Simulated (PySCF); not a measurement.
# A series of related molecules

Method used: TDA CAM-B3LYP/def2-SVP excited states, vertical, gas phase in PySCF. Geometry: GFN2-xTB.

Each molecule in one low-energy conformer. The parent is O=C1C=CC(=O)C(S(=O)(=O)C(F)(F)F)=C1.

Scalar relativity is left out, which matters for the atoms heavier than Zn.

How does the vertical S1–T1 gap change along this series?
- O=C1C=CC(=O)C(S(=O)(=O)C(F)(F)F)=C1 (base)
- O=C1C=C(S(=O)(=O)C(F)(F)F)C(=O)C=C1[SiH3] (H replaced by SiH3)
- O=C1C=C(S(=O)(=O)C(F)(F)F)C(=O)C=C1Br (H replaced by Br)


| molecule | S1 (eV) | S1 from | f(S1) | T1 (eV) | T1 from | S1 − T1 (eV) | S0–T1 spin-orbit coupling (cm⁻¹) | S1–T1 spin-orbit coupling (cm⁻¹) |
| --- | --- | --- | --- | --- | --- | --- | --- | --- |
| O=C1C=CC(=O)C(S(=O)(=O)C(F)(F)F)=C1 | 2.77 | HOMO→LUMO | 0.000 | 2.25 | HOMO→LUMO | 0.52 | 59.87 | 0.22 |
| O=C1C=C(S(=O)(=O)C(F)(F)F)C(=O)C=C1[SiH3] | 2.69 | HOMO→LUMO | 0.000 | 2.22 | HOMO→LUMO | 0.47 | 58.80 | 0.40 |
| O=C1C=C(S(=O)(=O)C(F)(F)F)C(=O)C=C1Br | 2.83 | HOMO−1→LUMO | 0.000 | 2.33 | HOMO−1→LUMO | 0.50 | 63.72 | 12.08 |

The vertical S1–T1 gap is lowest for O=C1C=C(S(=O)(=O)C(F)(F)F)C(=O)C=C1[SiH3] and highest for O=C1C=CC(=O)C(S(=O)(=O)C(F)(F)F)=C1.
